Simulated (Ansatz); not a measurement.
Ansatz (a program for electronic structure) input (RPA@PBE/cc-pV(T+d)Z):
A basis named .json is the Basis Set Exchange file of that set.

Ansatz 0.2 input:
```yaml
crystal:
  periodic: [false, false, false]
  atoms:
    - {symbol: C, position_ang: [-3.71774891, -0.62209610, -0.17354562]}
    - {symbol: C, position_ang: [-2.37801191, -0.90676833, 0.49725171]}
    - {symbol: C, position_ang: [-1.20719236, -0.21559722, -0.20477431]}
    - {symbol: C, position_ang: [0.10526214, -0.44266298, 0.44862968]}
    - {symbol: C, position_ang: [1.36921215, -0.24748722, -0.24394527]}
    - {symbol: C, position_ang: [2.58182126, -0.87351080, 0.40831549]}
    - {symbol: Cl, position_ang: [1.69174386, 1.63883660, -0.34467745]}
    - {symbol: H, position_ang: [-3.71952674, -0.96621162, -1.21057427]}
    - {symbol: H, position_ang: [-3.93348058, 0.44887973, -0.18097340]}
    - {symbol: H, position_ang: [-4.53639659, -1.12405146, 0.34463659]}
    - {symbol: H, position_ang: [-2.19677469, -1.98517636, 0.52094051]}
    - {symbol: H, position_ang: [-2.41084426, -0.57801995, 1.54049493]}
    - {symbol: H, position_ang: [-1.40407887, 0.86783428, -0.24095212]}
    - {symbol: H, position_ang: [-1.15922729, -0.53056545, -1.25384086]}
    - {symbol: H, position_ang: [0.13707423, -0.53490863, 1.52983099]}
    - {symbol: H, position_ang: [1.29900913, -0.49610584, -1.30075721]}
    - {symbol: H, position_ang: [3.49281062, -0.61466900, -0.12855923]}
    - {symbol: H, position_ang: [2.68018756, -0.53758790, 1.44079130]}
    - {symbol: H, position_ang: [2.47154733, -1.96090391, 0.40688924]}
basis:
  gaussian:
    orbitals: cc-pV_T+d_Z.json
hamiltonian:
  xc: pbe
magnetization: {spin_polarized: true, initial_magnetization: 1}
correlation: {method: rpa, electrons: outside_noble_gas}
```

End of the output:

```
integrals: 1.65 GiB planned
2185 factors; integrals over basis functions are off by at most 1.3e-3 eV
0.46 GiB of the device are held for the grids
2.79 GiB of device memory are held for the factors and their scratch space
mean field: 3.26 GiB planned
mean field evaluation 1: about -18899.5663 eV, gradient 7.5e1 eV
mean field evaluation 2: about -18899.5502 eV, gradient 7.5e1 eV
mean field evaluation 4: about -18925.4671 eV, gradient 2.2e1 eV
mean field evaluation 8: about -18928.1161 eV, gradient 5.4e-1 eV
mean field evaluation 16: about -18928.1167 eV, gradient 3.8e-3 eV
mean field evaluation 32: about -18890.7283 eV, gradient 6.6e1 eV
mean field -18928.11667848 eV, -695.5954579958 hartree, gradient 8.2e-6 eV, S^2 0.753970; 2 other end points of the search recorded, 0 dependent functions left out
11 core orbitals not correlated
reference -18876.36050950 eV, -693.6934538674 hartree; 22, 21 occupied and 354, 355 virtual orbitals, 2185 factors
Total energy: -18932.06063345 eV, -695.7403956678 hartree
```

It need not be the lowest isomer of its formula.
